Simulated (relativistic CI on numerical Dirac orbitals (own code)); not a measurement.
## Level scheme of Ag38+

Calculated at this level of theory: Dirac-Coulomb-Breit CI, separate exchange-only KLI orbitals for each configuration, model QED, unscaled Slater integrals (own radial code, finite nucleus).

Configurations in the expansion (outside the closed core 1s2): 2s2 2p5, 2s 2p6, 2p6 3s, 2p6 3p, 2p6 3d, 2s2 2p4 3s, 2s2 2p4 3p, 2s2 2p4 3d, 2s 2p5 3s, 2s 2p5 3p, 2s 2p5 3d, 2s2 2p4 4s, 2s2 2p4 4p, 2s2 2p4 4d, 2s2 2p4 4f, 2s 2p5 4s. Levels of other configurations are missing.

| No. | Configuration | Term | J | E (eV) | % | Next component (%) | jj configuration (%) |
| --- | --- | --- | --- | --- | --- | --- | --- |
| 41 | 2s2 2p4 3d | 4D | 1/2 | 3552.15 | 79 | 16 2P | 2p1/2 2p3/2^3 3d3/2 (97) |
| 42 | 2s2 2p4 3s | 2S | 1/2 | 3558.76 | 38 | 37 4P | 2p3/2^4 3s (95) |
| 43 | 2s2 2p4 3d | 4D | 3/2 | 3558.89 | 38 | 27 4F | 2p1/2 2p3/2^3 3d3/2 (90) |
| 44 | 2s2 2p4 3d | 4F | 5/2 | 3564.73 | 56 | 24 2D | 2p1/2 2p3/2^3 3d3/2 (98) |
| 45 | 2s2 2p4 3d | 4F | 7/2 | 3566.97 | 46 | 38 4D | 2p1/2 2p3/2^3 3d5/2 (99) |
| 46 | 2s2 2p4 3d | 2G | 7/2 | 3572.74 | 64 | 24 2F | 2p1/2 2p3/2^3 3d3/2 (100) |
| 47 | 2s2 2p4 3d | 2F | 5/2 | 3574.47 | 48 | 35 4P | 2p1/2 2p3/2^3 3d5/2 (98) |
| 48 | 2s 2p5 3s | 4P° | 5/2 | 3575.59 | 98 | 2 2s2 2p4 3p 4P° | 2s 2p3/2^3 3s (98) |
| 49 | 2s2 2p4 3d | 2P | 3/2 | 3576.05 | 51 | 16 4P | 2p1/2 2p3/2^3 3d5/2 (95) |
| 50 | 2s2 2p4 3d | 2S | 1/2 | 3581.36 | 51 | 28 4P | 2p1/2 2p3/2^3 3d3/2 (87) |
| 51 | 2s2 2p4 3d | 2G | 9/2 | 3583.19 | 72 | 28 4F | 2p1/2 2p3/2^3 3d5/2 (100) |
| 52 | 2s2 2p4 3d | 2D | 5/2 | 3585.42 | 48 | 28 2F | 2p1/2 2p3/2^3 3d3/2 (87) |
| 53 | 2s2 2p4 3d | 2P | 3/2 | 3585.50 | 53 | 19 4P | 2p1/2 2p3/2^3 3d3/2 (83) |
| 54 | 2s2 2p4 3d | 2D | 5/2 | 3587.64 | 54 | 38 2F | 2p1/2 2p3/2^3 3d5/2 (88) |
| 55 | 2s 2p5 3s | 2P° | 3/2 | 3588.85 | 70 | 29 4P° | 2s 2p3/2^3 3s (98) |
| 56 | 2s2 2p4 3d | 2F | 7/2 | 3591.87 | 78 | 8 4D | 2p1/2 2p3/2^3 3d5/2 (99) |
| 57 | 2s2 2p4 3d | 2D | 3/2 | 3606.15 | 81 | 10 2P | 2p1/2 2p3/2^3 3d5/2 (79) |
| 58 | 2s2 2p4 3d | 2P | 1/2 | 3611.30 | 80 | 18 2S | 2p1/2 2p3/2^3 3d5/2 (85) |
| 59 | 2s 2p5 3s | 2P° | 1/2 | 3624.11 | 79 | 19 4P° | 2s 2p3/2^3 3s (94) |
| 60 | 2s 2p5 3s | 2P° | 3/2 | 3624.73 | 66 | 33 4P° | 2s 2p3/2^3 3s (95) |
| 61 | 2s2 2p4 3p | 2P° | 1/2 | 3640.27 | 60 | 27 4D° | 2p3/2^4 3p1/2 (96) |
| 62 | 2s 2p5 3p | 4P | 3/2 | 3646.23 | 42 | 37 4S | 2s 2p3/2^3 3p1/2 (98) |
| 63 | 2s 2p5 3p | 4D | 5/2 | 3649.72 | 42 | 40 2D | 2s 2p3/2^3 3p1/2 (98) |
| 64 | 2s2 2p4 3p | 2P° | 3/2 | 3678.18 | 43 | 17 2D° | 2p3/2^4 3p3/2 (98) |
| 65 | 2s 2p5 3p | 2D | 3/2 | 3689.76 | 43 | 36 4D | 2s 2p3/2^3 3p1/2 (78) |
| 66 | 2s 2p5 3p | 2S | 1/2 | 3690.50 | 30 | 28 4P | 2s 2p3/2^3 3p1/2 (95) |
| 67 | 2s 2p5 3p | 4D | 7/2 | 3693.24 | 99 |  | 2s 2p3/2^3 3p3/2 (99) |
| 68 | 2s 2p5 3p | 2P | 3/2 | 3699.54 | 73 | 15 4S | 2s 2p3/2^3 3p3/2 (81) |
| 69 | 2s 2p5 3p | 4P | 5/2 | 3701.22 | 55 | 42 2D | 2s 2p3/2^3 3p3/2 (99) |
| 70 | 2s 2p5 3p | 2P | 1/2 | 3712.18 | 47 | 39 2S | 2s 2p3/2^3 3p3/2 (99) |

Energies count from the lowest computed level; ° marks odd parity. Filled j subshells are mostly left out of the jj labels.

The mean weight of the leading LS term, summed over parents, in these 30 levels is 59 %, and that of the leading jj configuration (from the same eigenvectors) 94 %, so jj coupling describes them better and the LS labels are nominal.

At this charge energies of transitions that change n are usually good to better than 1 %, and those within a shell (Δn = 0) to a few per cent.

LS names give the leading component of a level, which can be under half, so a name can repeat, a term be missing and a line seem to break the LS rules.
